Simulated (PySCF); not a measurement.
# Calculated NMR data

PySCF calculation with J couplings at B3LYP/pcJ-1 (spin–dipole term left out of most H,H and C,H couplings), PBE0/pcSseg-1 with gauge-including orbitals and geometry: PBE0-D3(BJ)/def2-SVP; no relativistic terms, one conformer, equivalent nuclei averaged, isolated molecule.

Shifts are taken against calculated references (same method and geometry level): TMS for 1H (σ = 31.27 ppm) and 13C (σ = 184.41 ppm). Multiplet labels drop J under 1 Hz and among equivalent protons, and merge close values. Unscaled 3J(H,H) run several per cent high. Splittings of carbon signals by F and P are missing where no couplings were computed. Where no couplings were computed, multiplicities follow the n + 1 count of equivalent neighbours, and m marks all less simple cases (inequivalent or close neighbours, rings, F or P nearby). One-bond C–F couplings are unscaled and too large by tens of Hz. Shifts are as computed. Against solution values, carbons near 30 ppm lie about +2 ppm off and those near 130 ppm about +5 ppm. Of 1211 compounds with measured shifts, 218 miss one by over three times the rms of a fit or turn the order of signals round; such compounds aren't used in these exercises.

Compound 1 (C$_{4}$H$_{4}$FN). 1H NMR (500 MHz, computed): δ 6.93 (dq, J = 84.1, 2.3 Hz, 1H), 1.73 (dd, J = 5.4, 2.3 Hz, 3H). 13C{1H} NMR (computed): δ 167.9 (d, J = 364.4 Hz), 119.0, 99.3 (d, J = 4.5 Hz), 15.4. Structure: `InChI=1S/C4H4FN/c1-4(2-5)3-6/h2H,1H3/b4-2-`.

Compound 2 (C$_{4}$H$_{9}$F$_{3}$Si$_{2}$). 1H NMR (500 MHz, computed): δ 7.57 (m, 1H), 4.48 (m, 2H), 4.32 (s, 3H), 0.36 (t, 3H). 13C{1H} NMR (computed): δ 155.6, 152.0, 128.2, -7.4. Structure: `C[SiH2]/C=C(\[SiH3])C(F)(F)F`.
